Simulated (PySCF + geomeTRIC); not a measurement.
A geometry relaxed with B3LYP-D3(BJ)/def2-TZVP (PySCF + geomeTRIC), charge 0, multiplicity 1:

```xyz
7

C      1.6927    -0.1348    -0.0765
H     -1.0869     1.1477    -0.8999
H     -1.0383     0.4305     1.4264
N      2.7258     0.3642     0.0586
O      0.5619    -0.7172    -0.2352
H     -1.9024    -1.0802    -0.2954
Si    -0.9589     0.0022     0.0184
```

Task: Write the SMILES of this molecule.

Result: `N#CO[SiH3]`
